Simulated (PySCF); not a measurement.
Isomers of C5H8O4Si, one GFN2-xTB conformer each. Single-point energies are computed at PBE0/pcSseg-1 (PySCF, gas phase, no added dispersion term), electronic only.

Question: Rank them by PBE0/pcSseg-1 energy, lowest first (kcal/mol).
A. `[CH2:1]=[CH:2][C@@H:3]1[O:4][SiH2:5][O:6][C@@H:7]([CH:8]=[O:9])[O:10]1` with C1–C2–C3–O4 -3°, O6–C7–C8–O9 158°, C2–C3–O4–Si5 -110°, C3–O4–Si5–O6 -32°, O4–Si5–O6–C7 5°, Si5–O6–C7–C8 -88°
B. `[O:1]=[CH:2][O:3][Si@@H:4]1[CH2:5][O:6][CH2:7][CH2:8][C:9]1=[O:10]` with O1–C2–O3–Si4 1°, C2–O3–Si4–C5 -78°, O3–Si4–C5–O6 -156°, Si4–C5–O6–C7 63°, C5–O6–C7–C8 -76°, O6–C7–C8–C9 68°
C. `[O:1]=[C:2]([O:3][SiH3:4])[C:5](=[O:6])[O:7][CH:8]1[CH2:9][CH2:10]1` with O1–C2–O3–Si4 2°, O1–C2–C5–O6 -152°, C2–C5–O7–C8 -178°, C5–O7–C8–C9 -147°
D. `[CH2:1]=[CH:2][CH2:3][O:4][C:5](=[O:6])[C:7](=[O:8])[O:9][SiH3:10]` with C1–C2–C3–O4 -126°, C2–C3–O4–C5 79°, C3–O4–C5–O6 3°, O4–C5–C7–O8 0°, C5–C7–O9–Si10 -179°

Answer: B (0.0), D (7.0), A (7.4), C (9.4).

As drawn, the lowest has an Si–C bond, which the highest lacks; the highest has a three-membered ring, which the lowest lacks. Neighbours under 2.5 kcal/mol apart (C=CCOC(=O)C(=O)O[SiH3] and C=C[C@@H]1O[SiH2]O[C@@H](C=O)O1; C=C[C@@H]1O[SiH2]O[C@@H](C=O)O1 and O=C(O[SiH3])C(=O)OC1CC1) can change places with a better method, another conformer or zero-point energy. GFN2-xTB itself gives, in the same order: 25.7, 16.6, 0.0, 9.3. GFN2-xTB puts C=C[C@@H]1O[SiH2]O[C@@H](C=O)O1 lowest instead; measured from each level's own lowest isomer, the values differ by up to 25.7 kcal/mol (O=CO[Si@@H]1COCCC1=O: 25.7 against 0.0).

Q: Which frontier levels, dipoles and rotational constants go with these structures?

A: 
```json
{"SMILES": "O=CO[Si@@H]1COCCC1=O", "HOMO (eV, PBE0/pcSseg-1)": "-6.94", "LUMO (eV)": "-1.37", "dipole (D)": "1.52", "A, B, C (MHz)": "1985, 826.9, 625.3"}
{"SMILES": "C=CCOC(=O)C(=O)O[SiH3]", "HOMO (eV, PBE0/pcSseg-1)": "-7.80", "LUMO (eV)": "-1.71", "dipole (D)": "0.50", "A, B, C (MHz)": "3207, 498.2, 461.3"}
{"SMILES": "C=C[C@@H]1O[SiH2]O[C@@H](C=O)O1", "HOMO (eV, PBE0/pcSseg-1)": "-7.52", "LUMO (eV)": "-1.45", "dipole (D)": "1.74", "A, B, C (MHz)": "1716, 1071, 788.5"}
{"SMILES": "O=C(O[SiH3])C(=O)OC1CC1", "HOMO (eV, PBE0/pcSseg-1)": "-7.97", "LUMO (eV)": "-1.57", "dipole (D)": "0.97", "A, B, C (MHz)": "3713, 482.2, 450.8"}
```
